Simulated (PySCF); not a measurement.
Gd(III) with more and more OH

Computed with PySCF 2.14.0, PBE0, def2-SVP on the ligands, density fitting, scalar-relativistic core potentials, no spin-orbit coupling, vacuum. The metal has lcecp-1-SVP with ECP53. Each complex is relaxed within the symmetry of its template. Distances are means of the shortest metal–ligand contacts, charges and spins Mulliken's; removal energies are rigid, with the ligand's formal charge and no counterpoise, so too large; for an anion taken off a cation in vacuum most of it is the attraction of opposite charges, and multiply charged cations can part far more cheaply with an electron moved from ligand to metal. lcecp potentials hold a fixed number of 4f electrons in the core, out of states, spins and gaps.

Task: Order these by the metal–ligand distance, lowest first.
A. [Gd(OH)2]+
B. [Gd(OH)4]−
C. Gd(OH)3

Result: A (1.975), C (2.071), B (2.136).

Task: What else do they give?

Result: 
```tsv
complex	point group	M–OH (Å)	charge on M (e)	dipole (D)	removal of one OH (eV)	strongest infrared band, degenerate modes summed (cm⁻¹)	unstable modes (below −25 cm⁻¹)
[Gd(OH)2]+	C2v	1.975	1.41	–	17.57	574	0
Gd(OH)3	C3v	2.071	1.10	0.27	11.11	371	0
[Gd(OH)4]−	D2d, nearly Td	2.136	0.82	–	5.60	222	0
```

The more ligands, the longer each bond and the weaker the last ligand is held.

One start shape was tried for each, so a minimum needn't be the lowest isomer.
